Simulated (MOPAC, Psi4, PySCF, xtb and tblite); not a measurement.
Relaxed torsion scan: C11H9NSe, SMILES C(=Cc1ccc[se]1)c1cccnc1. Scanned: dihedral C2–C1–C8–C9; all other coordinates were relaxed at GFN2-xTB. Points at φ and −φ are mirror images. Heavy atoms are numbered in the order of the SMILES C(=Cc1ccc[se]1)c1cccnc1, hydrogens after them in the order of the atoms that carry them; the mirror image has the same energies with the sign of each dihedral reversed.

Computed with: GFN2-xTB (xtb and tblite); PM6, restricted, heats of formation // GFN2-xTB (MOPAC); RKS-B3LYP/6-31G* = restricted B3LYP/6-31G*, spherical d, density fitting // GFN2-xTB (PySCF); PBE-D3(BJ)/def2-SVP // GFN2-xTB (Psi4).

Energies relative to the lowest point of each profile, in eV; the last columns give the difference from PBE-D3(BJ):

```csv
φ / °,GFN2-xTB,PM6,RKS-B3LYP/6-31G*,PBE-D3(BJ)/def2-SVP,GFN2-xTB − PBE-D3(BJ)/def2-SVP,PM6 − PBE-D3(BJ)/def2-SVP,RKS-B3LYP/6-31G* − PBE-D3(BJ)/def2-SVP
-150,0.023,0.000,0.036,0.052,-0.029,-0.052,-0.016
-120,0.119,0.011,0.143,0.179,-0.060,-0.168,-0.036
-90,0.197,0.014,0.236,0.287,-0.090,-0.273,-0.052
-60,0.121,0.010,0.148,0.186,-0.065,-0.177,-0.038
-30,0.025,0.001,0.030,0.046,-0.021,-0.045,-0.016
0,0.003,0.011,0.000,0.000,0.003,0.011,0.000
30,0.025,0.001,0.030,0.046,-0.021,-0.045,-0.016
60,0.121,0.010,0.148,0.186,-0.065,-0.177,-0.038
90,0.197,0.014,0.236,0.287,-0.090,-0.273,-0.052
120,0.119,0.011,0.143,0.179,-0.060,-0.168,-0.036
150,0.023,0.000,0.036,0.052,-0.029,-0.052,-0.016
180,0.000,0.011,0.015,0.017,-0.017,-0.006,-0.002
```

GFN2-xTB is furthest from PBE-D3(BJ)/def2-SVP at -90 (-0.090 eV, below); its mean absolute difference over the points is 0.046 eV.

PM6 is furthest from PBE-D3(BJ)/def2-SVP at -90 (-0.273 eV, below); its mean absolute difference over the points is 0.121 eV.

RKS-B3LYP/6-31G* is furthest from PBE-D3(BJ)/def2-SVP at -90 (-0.052 eV, below); its mean absolute difference over the points is 0.027 eV.
